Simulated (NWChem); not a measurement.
System: CH₇FN₂Si; SMILES N[SiH](N)CF

Excerpt of the output:

```
             Northwest Computational Chemistry Package (NWChem) 7.3.0
             --------------------------------------------------------

 C1  symmetry detected

                             Geometry "geometry" -> ""
                             -------------------------

 Output coordinates in angstroms (scale by  1.889725989 to convert to a.u.)

  No.       Tag          Charge          X              Y              Z
 ---- ---------------- ---------- -------------- -------------- --------------
    1 N                    7.0000    -0.96444575    -1.59781612    -0.57955732
    2 Si                  14.0000     0.01482314    -0.58430144     0.41743312
    3 N                    7.0000     1.61972284    -0.44556600    -0.18444275
    4 C                    6.0000    -0.50365927     1.24223651     0.58636260
    5 F                    9.0000    -0.13817278     1.94300971    -0.55836298
    6 H                    1.0000    -1.07027242    -1.42570522    -1.57263796
    7 H                    1.0000    -1.75535561    -2.10274079    -0.19801481
    8 H                    1.0000    -0.11259396    -1.19254898     1.77934646
    9 H                    1.0000     1.88939163     0.43277984    -0.61273116
   10 H                    1.0000     2.12155449    -1.23298012    -0.57559781
   11 H                    1.0000    -0.00865889     1.71301392     1.45590387
   12 H                    1.0000    -1.59301814     1.35156997     0.73475937

 Effective nuclear repulsion energy (a.u.)     247.8807429676

  xc_inp: hfexch multiplicative factor not found.

                                 NWChem DFT Module
                                 -----------------

 Summary of "ao basis" -> "ao basis" (spherical)
 ------------------------------------------------------------------------------
       Tag                 Description            Shells   Functions and Types
 ---------------- ------------------------------  ------  ---------------------
 N                          6-311g**                 8       18   4s3p1d
 Si                         6-311g**                12       26   6s5p1d
 C                          6-311g**                 8       18   4s3p1d
 F                          6-311g**                 8       18   4s3p1d
 H                          6-311g**                 4        6   3s1p

            General Information
            -------------------
          SCF calculation type: DFT
          Wavefunction type:  closed shell.
          No. of atoms     :    12
          No. of electrons :    50
           Alpha electrons :    25
            Beta electrons :    25
          Charge           :     0
          Spin multiplicity:     1
          Use of symmetry is: off; symmetry adaption is: off
          Maximum number of iterations: 150
          AO basis - number of functions:   140
                     number of shells:    72
          Convergence on energy requested:  1.00D-06
          Convergence on density requested:  1.00D-05
          Convergence on gradient requested:  5.00D-04

              XC Information
              --------------
                     Hartree-Fock (Exact) Exchange  1.000

      Superposition of Atomic Density Guess
      -------------------------------------

 Sum of atomic energies:        -538.02244701

      Non-variational initial energy
      ------------------------------

 Total energy =    -540.240879
 1-e energy   =   -1233.892616
 2-e energy   =     445.770993
 HOMO         =      -0.309821
 LUMO         =       0.040007

     ---------------------------------------------
      Total Density - Mulliken Population Analysis
     ---------------------------------------------

    Atom       Charge   Shell Charges
 -----------   ------   -------------------------------------------------------
    1 N    7     8.03   1.09  0.90  0.82  0.90  2.01  0.66  1.63  0.01
    2 Si  14    12.89   0.79  1.18  0.97  1.02  0.78  0.29  1.95  3.94  0.54  1.01  0.20  0.23
    3 N    7     8.02   1.09  0.90  0.82  0.90  2.01  0.66  1.62  0.01
    4 C    6     6.12   1.10  0.89  0.50  0.79  1.40  0.52  0.85  0.07
    5 F    9     9.44   1.08  0.92  1.19  1.10  2.49  0.85  1.81  0.00
    6 H    1     0.67   0.22  0.32  0.08  0.04
    7 H    1     0.66   0.22  0.32  0.08  0.04
    8 H    1     1.14   0.23  0.57  0.33  0.01
    9 H    1     0.66   0.22  0.32  0.08  0.04
   10 H    1     0.66   0.22  0.32  0.08  0.04
   11 H    1     0.85   0.24  0.45  0.13  0.02
   12 H    1     0.85   0.24  0.45  0.13  0.02

   convergence    iter        energy       DeltaE   RMS-Dens  Diis-err
 ---------------- ----- ----------------- --------- --------- ---------
 d= 0,ls=0.0,diis     1   -539.2495877712 -7.87D+02  4.36D-03  7.37D-01
 d= 0,ls=0.0,diis     2   -539.3222667626 -7.27D-02  1.46D-03  1.97D-01
 d= 0,ls=0.0,diis     3   -539.3405723924 -1.83D-02  5.34D-04  6.94D-03
 d= 0,ls=0.0,diis     4   -539.3416890274 -1.12D-03  1.04D-04  2.37D-04
 d= 0,ls=0.0,diis     5   -539.3417251064 -3.61D-05  2.77D-05  3.02D-05
  Resetting Diis
 d= 0,ls=0.0,diis     6   -539.3417290775 -3.97D-06  1.07D-05  1.77D-06
 d= 0,ls=0.0,diis     7   -539.3417294692 -3.92D-07  2.53D-06  1.23D-07

         Total DFT energy =     -539.341729469201
      One electron energy =    -1238.726070383751
           Coulomb energy =      503.019345543283
    Exchange-Corr. energy =      -51.515747596295
 Nuclear repulsion energy =      247.880742967562

 Numeric. integr. density =        0.000000000000

                       DFT Final Molecular Orbital Analysis
                       ------------------------------------

 Vector   23  Occ=2.000000D+00  E=-4.573628D-01
              MO Center= -3.9D-01, -1.5D-01,  2.9D-01, r^2= 3.5D+00
   Bfn.  Coefficient  Atom+Function         Bfn.  Coefficient  Atom+Function
  ----- ------------  ---------------      ----- ------------  ---------------
    35      0.194025   2 Si py               70     -0.188204   4 C  py
    92      0.167215   5 F  py               12      0.165559   1 N  py
   112     -0.158035   8 H  s                88      0.145688   5 F  py
    11     -0.143869   1 N  px                7     -0.135766   1 N  px
   113     -0.136380   8 H  s                 8      0.134675   1 N  py

 Vector   24  Occ=2.000000D+00  E=-4.112000D-01
              MO Center=  6.8D-01, -6.8D-01, -1.8D-01, r^2= 3.0D+00
   Bfn.  Coefficient  Atom+Function         Bfn.  Coefficient  Atom+Function
  ----- ------------  ---------------      ----- ------------  ---------------
    57      0.340168   3 N  pz               53      0.275568   3 N  pz
    12      0.245270   1 N  py                8      0.199335   1 N  py
    49      0.178117   3 N  pz               55      0.168599   3 N  px
     4      0.130177   1 N  py               51      0.129182   3 N  px
    11     -0.110104   1 N  px               72     -0.100827   4 C  s

 Vector   25  Occ=2.000000D+00  E=-3.878049D-01
              MO Center= -1.0D-02, -7.0D-01, -5.3D-02, r^2= 3.7D+00
   Bfn.  Coefficient  Atom+Function         Bfn.  Coefficient  Atom+Function
  ----- ------------  ---------------      ----- ------------  ---------------
    11      0.231677   1 N  px               12     -0.229435   1 N  py
    72      0.212838   4 C  s                57      0.203323   3 N  pz
     8     -0.190022   1 N  py              113     -0.185311   8 H  s
     7      0.181199   1 N  px               55      0.164883   3 N  px
    53      0.163822   3 N  pz               70     -0.157250   4 C  py

 Vector   26  Occ=0.000000D+00  E= 1.458813D-01
              MO Center= -2.6D-01, -1.0D+00, -6.2D-01, r^2= 8.2D+00
   Bfn.  Coefficient  Atom+Function         Bfn.  Coefficient  Atom+Function
  ----- ------------  ---------------      ----- ------------  ---------------
    10      0.741665   1 N  s                24      0.735358   2 Si s
   101     -0.647611   6 H  s               107     -0.649055   7 H  s
   137     -0.545642  12 H  s               131     -0.537253  11 H  s
    54      0.497347   3 N  s               125     -0.466442  10 H  s
   119     -0.433417   9 H  s                38      0.364796   2 Si py

 Vector   27  Occ=0.000000D+00  E= 1.620630D-01
              MO Center= -5.1D-01, -6.4D-01,  5.2D-01, r^2= 7.3D+00
   Bfn.  Coefficient  Atom+Function         Bfn.  Coefficient  Atom+Function
  ----- ------------  ---------------      ----- ------------  ---------------
    37      1.082222   2 Si px               54     -0.836743   3 N  s
    72      0.778848   4 C  s                10      0.482116   1 N  s
   137     -0.462653  12 H  s                39     -0.407015   2 Si pz
   107     -0.357691   7 H  s                73     -0.322310   4 C  px
    11     -0.315121   1 N  px               38     -0.230939   2 Si py

 Vector   28  Occ=0.000000D+00  E= 1.758245D-01
              MO Center= -1.5D-01,  5.5D-01,  1.1D+00, r^2= 7.6D+00
   Bfn.  Coefficient  Atom+Function         Bfn.  Coefficient  Atom+Function
  ----- ------------  ---------------      ----- ------------  ---------------
    72      1.528990   4 C  s               131     -0.974897  11 H  s
   137     -0.718042  12 H  s                10     -0.682218   1 N  s
    39     -0.581778   2 Si pz               38     -0.575651   2 Si py
   125     -0.369236  10 H  s                75      0.357123   4 C  pz
    54      0.309919   3 N  s                37     -0.238801   2 Si px

     ---------------------------------------------
      Total Density - Mulliken Population Analysis
     ---------------------------------------------

[...]
```

Level: Hartree-Fock/6-311G** (spherical d). Coordinates come from a PBE0/def2-SVP optimisation. Not confirmed as a minimum by frequencies.

Task: Reconstruct the input file.

Result: This is not unique; one that fits is the input that was run:
```
start job
memory heap 200 mb stack 900 mb global 1100 mb
geometry units angstroms noautoz
  N     -1.348120    -1.287524    -0.400863
  Si     0.001564    -0.574134     0.405113
  N      1.466130    -0.800380    -0.467277
  C     -0.024318     1.315912     0.651402
  F      0.299420     1.950677    -0.543306
  H     -1.576497    -1.058889    -1.361384
  H     -2.160786    -1.602783     0.115129
  H     -0.035467    -1.183864     1.771812
  H      1.862949     0.003334    -0.940798
  H      1.689094    -1.669920    -0.935300
  H      0.710037     1.622824     1.419052
  H     -1.013530     1.676492     0.986245
end
basis spherical
  N library 6-311g**
  Si library 6-311g**
  C library 6-311g**
  F library 6-311g**
  H library 6-311g**
end
dft
  xc hfexch
  iterations 150
  mulliken
end
task dft energy
```
